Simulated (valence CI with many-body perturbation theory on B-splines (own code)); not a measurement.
# Forbidden lines of Tc²²⁺

Calculated by relativistic CI+MBPT: three valence electrons over a frozen Dirac-Fock core [Ar], radial functions for each j: 9 s, 9 p, 10 d, 8 f, 5 g, 3 h, 1 i, with the one-electron correlation potential Σ1, the two-electron term Σ2, the three-electron term Σ3, Breit, model QED; selected CI, second order for the rest (own B-spline code, finite nucleus).

No measured spectrum was set against this ion. As an estimate, terms of the open shell hold to 2 to 4 % of their energy, and close levels can change places. Only levels of the ground parity were solved; by the run's estimate the other parity begins above the list, which can be wrong where configurations are misplaced.

Lines 1 to 50 of 67 in falling wavelength, among levels below 32.564 eV, chosen from the decays that carry over 1 % of a level's rate. Wavelengths and rates use the calculated energies, so an error of 3000 cm⁻¹ moves a line at 266.8 nm by 8 % and its rate by three times that or more. Weak lines are less certain than strong ones. Lines between different terms over intervals too small for the method are left out, as are lines whose strength nearly cancels. The highest levels of a list are the least certain. Branching is blank where the lifetime is uncertain.

Names give the largest LS component (configuration and term), which can be under half, so a name can repeat, a term be missing and a line seem to break the LS rules; names also repeat where a configuration has a term twice. Letters in brackets count levels of one name in rising energy.

| λ vac (nm) | Upper | Lower | Type | A (s⁻¹) | Branch % |
| --- | --- | --- | --- | --- | --- |
| 1278 | 3d³ ⁴P_1/2 | 3d³ ⁴P_3/2 | M1 | 1.39e+01 | 11.7 |
| 735.4 | 3d³ ⁴F_9/2 | 3d³ ⁴F_7/2 | M1 | 5.56e+01 | 100.0 |
| 566.2 | 3d³ ⁴F_7/2 | 3d³ ⁴F_5/2 | M1 | 2.11e+02 | 100.0 |
| 500.6 | 3d³ ⁴F_5/2 | 3d³ ⁴F_3/2 | M1 | 3.11e+02 | 100.0 |
| 394.4 | 3d³ ²D_5/2 [a] | 3d³ ²D_3/2 [a] | M1 | 1.46e+02 | 6.9 |
| 296.9 | 3d³ ²H_11/2 | 3d³ ²H_9/2 | M1 | 2.57e+02 | 53.4 |
| 291.7 | 3d³ ⁴P_5/2 | 3d³ ⁴P_3/2 | M1 | 4.06e+02 | 74.8 |
| 266.8 | 3d³ ²D_5/2 [a] | 3d³ ⁴P_5/2 | M1 | 1.10e+02 | 5.2 |
| 259.2 | 3d³ ²D_3/2 [a] | 3d³ ⁴P_1/2 | M1 | 2.65e+02 | 7.4 |
| 253.7 | 3d³ ²P_3/2 | 3d³ ²P_1/2 | M1 | 4.57e+02 | 13.6 |
| 244.5 | 3d³ ²H_9/2 | 3d³ ⁴F_9/2 | M1 | 6.40e+02 | 55.2 |
| 236.0 | 3d³ ⁴P_3/2 | 3d³ ⁴F_5/2 | M1 | 1.53e+02 | 20.8 |
| 217.2 | 3d³ ²P_1/2 | 3d³ ⁴P_1/2 | M1 | 1.42e+03 | 95.2 |
| 215.5 | 3d³ ²D_3/2 [a] | 3d³ ⁴P_3/2 | M1 | 1.26e+03 | 35.0 |
| 215.4 | 3d³ ²G_9/2 | 3d³ ²H_9/2 | M1 | 9.74e+02 | 40.4 |
| 213.3 | 3d³ ²P_3/2 | 3d³ ²D_3/2 [a] | M1 | 9.59e+02 | 28.5 |
| 198.8 | 3d³ ²G_9/2 | 3d³ ²G_7/2 | M1 | 9.67e+02 | 40.1 |
| 197.6 | 3d³ ²G_7/2 | 3d³ ⁴F_7/2 | M1 | 4.78e+02 | 30.3 |
| 183.5 | 3d³ ²H_9/2 | 3d³ ⁴F_7/2 | M1 | 5.20e+02 | 44.8 |
| 169.5 | 3d³ ²P_3/2 | 3d³ ⁴P_5/2 | M1 | 8.96e+02 | 26.6 |
| 169.5 | 3d³ ⁴P_5/2 | 3d³ ⁴F_7/2 | M1 | 6.75e+01 | 12.5 |
| 160.4 | 3d³ ⁴P_3/2 | 3d³ ⁴F_3/2 | M1 | 5.84e+02 | 79.2 |
| 146.5 | 3d³ ²G_7/2 | 3d³ ⁴F_5/2 | M1 | 1.10e+03 | 69.4 |
| 142.5 | 3d³ ⁴P_1/2 | 3d³ ⁴F_3/2 | M1 | 1.05e+02 | 87.7 |
| 139.4 | 3d³ ²D_5/2 [a] | 3d³ ⁴P_3/2 | M1 | 1.23e+02 | 5.8 |
| 139.2 | 3d³ ²F_7/2 | 3d³ ⁴P_5/2 | M1 | 1.44e+01 | 1.1 |
| 138.1 | 3d³ ²F_5/2 | 3d³ ⁴P_5/2 | M1 | 2.73e+02 | 25.1 |
| 134.1 | 3d³ ²H_11/2 | 3d³ ⁴F_9/2 | M1 | 2.24e+02 | 46.6 |
| 130.4 | 3d³ ⁴P_5/2 | 3d³ ⁴F_5/2 | M1 | 6.68e+01 | 12.3 |
| 124.6 | 3d³ ²F_7/2 | 3d³ ²G_7/2 | M1 | 4.14e+02 | 31.8 |
| 123.8 | 3d³ ²F_5/2 | 3d³ ²G_7/2 | M1 | 2.38e+02 | 21.9 |
| 119.9 | 3d³ ²D_5/2 [b] | 3d³ ²F_5/2 | M1 | 1.44e+03 | 19.1 |
| 119.7 | 3d³ ²D_3/2 [b] | 3d³ ²F_5/2 | M1 | 9.09e+02 |  |
| 119.1 | 3d³ ²D_5/2 [b] | 3d³ ²F_7/2 | M1 | 8.19e+02 | 10.9 |
| 114.5 | 3d³ ²G_9/2 | 3d³ ⁴F_9/2 | M1 | 1.74e+02 | 7.2 |
| 112.6 | 3d³ ²D_3/2 [a] | 3d³ ⁴F_5/2 | M1 | 1.42e+03 | 39.5 |
| 107.2 | 3d³ ²P_3/2 | 3d³ ⁴P_3/2 | M1 | 1.05e+02 | 3.1 |
| 103.7 | 3d³ ²D_5/2 [a] | 3d³ ⁴F_7/2 | M1 | 1.45e+03 | 68.2 |
| 103.3 | 3d³ ²D_5/2 [b] | 3d³ ²P_3/2 | M1 | 1.60e+02 | 2.1 |
| 103.2 | 3d³ ²D_3/2 [b] | 3d³ ²P_3/2 | M1 | 1.09e+02 |  |
| 99.10 | 3d³ ²G_9/2 | 3d³ ⁴F_7/2 | M1 | 2.84e+02 | 11.8 |
| 93.73 | 3d³ ²F_5/2 | 3d³ ⁴P_3/2 | M1 | 1.53e+02 | 14.1 |
| 91.95 | 3d³ ²D_3/2 [a] | 3d³ ⁴F_3/2 | M1 | 6.43e+02 | 17.9 |
| 87.61 | 3d³ ²D_5/2 [a] | 3d³ ⁴F_5/2 | M1 | 2.57e+02 | 12.1 |
| 86.05 | 3d³ ²P_1/2 | 3d³ ⁴F_3/2 | M1 | 5.54e+01 | 3.7 |
| 85.30 | 3d³ ²F_7/2 | 3d³ ⁴F_9/2 | M1 | 6.15e+02 | 47.3 |
| 84.52 | 3d³ ²D_5/2 [b] | 3d³ ²D_5/2 [a] | M1 | 1.96e+02 | 2.6 |
| 84.43 | 3d³ ²D_3/2 [b] | 3d³ ²D_5/2 [a] | M1 | 1.36e+03 |  |
| 76.43 | 3d³ ²F_7/2 | 3d³ ⁴F_7/2 | M1 | 4.20e+01 | 3.2 |
| 74.56 | 3d³ ²D_5/2 [a] | 3d³ ⁴F_3/2 | M1 | 3.15e+01 | 1.5 |
